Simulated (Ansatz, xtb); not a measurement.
# Relative energy of two isomers of H7OSi3+

We compare a, `[SiH3]O[SiH+][SiH3]`, a singlet, with b, `[SiH3][O+]1[SiH2][SiH2]1`, a singlet. Both are isolated ions in the gas phase, relaxed with B3LYP-D3(BJ)/def2-SVP; the shapes shown needn't be the lowest conformers.

a (Å):

```xyz
11

O    -0.8194   -0.7446   -0.7565
Si   -0.7996   -2.0789   -1.8739
Si   -0.5046    0.2505    0.4372
Si   -1.7966    2.2259    0.6947
H    -0.5529   -1.4534   -3.1909
H    -2.1416   -2.6863   -1.7468
H     0.2952   -2.9719   -1.4319
H     0.6224   -0.1858    1.3051
H    -0.7930    3.3146    0.5867
H    -2.7827    2.1728   -0.4086
H    -2.3714    2.0916    2.0569
```

b (Å):

```yaml
atoms:
  - { symbol: O, position_ang: [-0.5575, 0.4008, -0.4420] }
  - { symbol: Si, position_ang: [-0.5546, -1.2392, -1.2354] }
  - { symbol: Si, position_ang: [1.1693, -0.1602, -0.2647] }
  - { symbol: Si, position_ang: [-1.6298, 1.7655, -0.0679] }
  - { symbol: H, position_ang: [-1.4286, -2.1510, -0.4686] }
  - { symbol: H, position_ang: [-0.8529, -1.0866, -2.6745] }
  - { symbol: H, position_ang: [2.0537, 0.7391, -1.0347] }
  - { symbol: H, position_ang: [1.4780, -0.3253, 1.1709] }
  - { symbol: H, position_ang: [-2.9691, 1.2318, -0.3962] }
  - { symbol: H, position_ang: [-1.1790, 2.8637, -0.9494] }
  - { symbol: H, position_ang: [-1.4051, 2.0243, 1.3705] }
```

Problem. Estimate which is lower in electronic energy at CCSD(T)/def2-SVP + ΔMP2/def2-TZVPP, and by roughly how much.

Solution. Too close to call at this level: CCSD(T)/def2-SVP + ΔMP2/def2-TZVPP gives E(b) − E(a) = +0.73 kcal/mol.

How the difference moves with the method:

```json
{"level": "B3LYP-D3(BJ)/def2-SVP", "geometry": "B3LYP-D3(BJ)/def2-SVP", "E(b) − E(a) (kcal/mol)": "−0.75", "departure from the last row (kcal/mol)": "−1.48", "job, with rough time for the two": "optimisation, 2.1 min"}
{"level": "HF/def2-SVP", "geometry": "B3LYP-D3(BJ)/def2-SVP", "E(b) − E(a) (kcal/mol)": "+0.93", "departure from the last row (kcal/mol)": "+0.20", "job, with rough time for the two": "part of the CCSD(T) run"}
{"level": "MP2/def2-SVP", "geometry": "B3LYP-D3(BJ)/def2-SVP", "E(b) − E(a) (kcal/mol)": "−3.28", "departure from the last row (kcal/mol)": "−4.02", "job, with rough time for the two": "part of the CCSD(T) run"}
{"level": "CCSD(T)/def2-SVP", "geometry": "B3LYP-D3(BJ)/def2-SVP", "E(b) − E(a) (kcal/mol)": "−2.50", "departure from the last row (kcal/mol)": "−3.23", "job, with rough time for the two": "single point"}
{"level": "CCSD(T)/def2-SVP + ΔMP2/def2-TZVPP", "geometry": "B3LYP-D3(BJ)/def2-SVP", "E(b) − E(a) (kcal/mol)": "+0.73", "departure from the last row (kcal/mol)": "", "job, with rough time for the two": "single point, 22 s"}
```

As drawn, b has 1 O–Si more. Structure a has no ring, b a 3-membered ring.

The largest departure from CCSD(T)/def2-SVP + ΔMP2/def2-TZVPP is that of MP2/def2-SVP, 4.02 kcal/mol. Levels run at GFN2-xTB geometries aren't shown. The last row adds to CCSD(T) the change of the MP2 difference between the two basis sets, here +3.23 kcal/mol, a large step that makes the value less sure.

With harmonic frequencies from B3LYP-D3(BJ)/def2-SVP (ideal gas, rigid rotor, one conformer each, 298.15 K, 1 atm): on the last row, ΔE + ΔZPE = +1.66 kcal/mol. A mode under 50 cm⁻¹ makes harmonic enthalpies and free energies unreliable, so none is given.

The correlated steps freeze 16 core orbitals. Run with Ansatz 0.2.0; the last row on 2 threads of Arm Neoverse V2 on a shared host.
